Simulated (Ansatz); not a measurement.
C2H5ClInN, SMILES `C[C](=N)[InH][Cl]` at its PBE0-D4/def2-TZVP geometry, where that method's forces vanish. The species carries charge 0 and has multiplicity 1. In takes the def2 core potential.

```xyz
10

C     0.5782   -1.4122    0.5452
C    -0.2575   -0.1898    0.3399
N    -1.2952    0.0018    1.0283
In    0.3121    1.2907   -1.1661
Cl   -1.4080    2.8969   -0.9386
H     1.6013   -1.1360    0.8183
H     0.1483   -2.0358    1.3320
H     0.6450   -1.9908   -0.3814
H    -1.7773    0.8717    0.7920
H     1.4532    1.7036   -2.3696
```

Q: What forces (eV/Å) does PBE-D4/def2-TZVPP give on these atoms in the Gaussian-basis code of Ansatz? (Estimate.)

A: Ansatz gave: 
```
C1   0.009  0.037 -0.034
C2   0.338 -0.179 -0.141
N3  -0.442 -0.136  0.446
In4  0.227 -0.089 -0.118
Cl5 -0.204  0.171  0.041
H6   0.210  0.041  0.040
H7  -0.084 -0.130  0.160
H8   0.034 -0.115 -0.180
H9  -0.206  0.314 -0.058
H10  0.119  0.086 -0.155
```
